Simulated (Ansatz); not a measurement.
Input for Ansatz (an electronic-structure program): U-CCSD(T)/def2-TZVPP on BFHI (SMILES FBI), a point of a bond scan (R = 4.197 Å). Elements past Kr take the def2 small-core potentials; no spin–orbit coupling. The run froze 11 orbitals, filled d shells among them.

Ansatz 0.2 input:
```yaml
crystal:
  periodic: [false, false, false]
  atoms:
    - {symbol: B, position_ang: [-0.24474767, -1.33345574, 0.80641967]}
    - {symbol: F, position_ang: [3.07381233, -2.64641520, 3.01524351]}
    - {symbol: H, position_ang: [-1.26010087, -1.94582817, 0.81786299]}
    - {symbol: I, position_ang: [-0.08767701, 0.45862089, -0.34566142]}
basis:
  gaussian:
    orbitals: def2-TZVPP
correlation: {method: ccsd_t, electrons: outside_noble_gas}
scf: {omitted_lower_state_checks: [cluster_reference]}
magnetization: {spin_polarized: true, initial_magnetization: 0}
```

Program output:

```
WARN ansatz: RAYON_NUM_THREADS=1 ignored (pool sized by the plan → 1); use --threads N
Functional definition: HF
these checks for a lower state are left out or cut short: cluster_reference
integrals: 0.33 GiB planned
953 factors; integrals over basis functions are off by at most 1.2e-3 eV
mean field: 0.42 GiB planned
mean field evaluation 1: about -11455.2301 eV, gradient 3.2e1 eV
mean field evaluation 2: about -11455.2319 eV, gradient 3.2e1 eV
mean field evaluation 4: about -11458.0284 eV, gradient 2.0e1 eV
mean field evaluation 8: about -11459.8038 eV, gradient 5.4e-1 eV
mean field evaluation 16: about -11459.8488 eV, gradient 9.4e-2 eV
mean field evaluation 32: about -11459.8490 eV, gradient 1.3e-5 eV
mean field evaluation 64: about -11459.8484 eV, gradient 8.6e-2 eV
mean field evaluation 96: about -11464.0439 eV, gradient 1.2e-3 eV
mean field evaluation 128: about -11464.0439 eV, gradient 2.5e-6 eV
mean field evaluation 160: about -11464.0416 eV, gradient 5.4e-2 eV
mean field evaluation 192: about -11464.0347 eV, gradient 6.6e-1 eV
mean field evaluation 224: about -11464.0358 eV, gradient 1.0e-3 eV
mean field evaluation 256: about -11464.0360 eV, gradient 1.3e-2 eV
mean field evaluation 288: about -11459.8419 eV, gradient 3.0e-1 eV
mean field -11464.04391334 eV, -421.2958432073 hartree, gradient 2.3e-6 eV, S^2 1.010489; 15 other end points of the search recorded, 0 dependent functions left out
11 core orbitals not correlated
reference -11464.04391334 eV, -421.2958432073 hartree; 9, 9 occupied and 106, 106 virtual orbitals, 953 factors
second order -11.15008221 eV of doubles, -0.00000000 eV of singles
coupled cluster: 0.88 GiB planned
cycle   1  -11.86171757 eV  change   -7.1e-1 eV  update   8.0e-2
cycle   2  -12.13538577 eV  change   -2.7e-1 eV  update   2.7e-2
cycle   3  -12.21118587 eV  change   -7.6e-2 eV  update   1.9e-2
cycle   4  -12.20671952 eV  change    4.5e-3 eV  update   7.9e-3
cycle   5  -12.20619616 eV  change    5.2e-4 eV  update   3.5e-3
cycle   6  -12.20742146 eV  change   -1.2e-3 eV  update   1.5e-3
cycle   7  -12.20753536 eV  change   -1.1e-4 eV  update   1.0e-3
cycle   8  -12.20750934 eV  change    2.6e-5 eV  update   6.1e-4
cycle   9  -12.20760595 eV  change   -9.7e-5 eV  update   3.9e-4
cycle  10  -12.20756218 eV  change    4.4e-5 eV  update   2.2e-4
cycle  11  -12.20763187 eV  change   -7.0e-5 eV  update   1.2e-4
cycle  12  -12.20765261 eV  change   -2.1e-5 eV  update   7.1e-5
cycle  13  -12.20766851 eV  change   -1.6e-5 eV  update   4.7e-5
cycle  14  -12.20766844 eV  change    7.0e-8 eV  update   4.1e-5
cycle  15  -12.20765174 eV  change    1.7e-5 eV  update   3.6e-5
cycle  16  -12.20764834 eV  change    3.4e-6 eV  update   3.2e-5
cycle  17  -12.20765129 eV  change   -2.9e-6 eV  update   3.0e-5
cycle  18  -12.20765567 eV  change   -4.4e-6 eV  update   2.8e-5
cycle  19  -12.20765859 eV  change   -2.9e-6 eV  update   2.8e-5
cycle  20  -12.20765909 eV  change   -5.1e-7 eV  update   2.8e-5
cycle  21  -12.20765859 eV  change    5.0e-7 eV  update   2.8e-5
cycle  22  -12.20765715 eV  change    1.4e-6 eV  update   2.8e-5
cycle  23  -12.20765647 eV  change    6.8e-7 eV  update   2.7e-5
cycle  24  -12.20766096 eV  change   -4.5e-6 eV  update   2.5e-5
cycle  25  -12.20767223 eV  change   -1.1e-5 eV  update   2.1e-5
coupled cluster: 0.89 GiB planned
perturbative correction -0.38325299 eV, -0.0140842875 hartree
Total energy: -11476.63483856 eV, -421.7585511745 hartree
Checks for a lower state left out: cluster_reference
```

Self-consistency was reached. Its determinant has ⟨S²⟩ = 1.01, a mixture of spin states.

Cost: about 50 core-seconds (a rough figure).
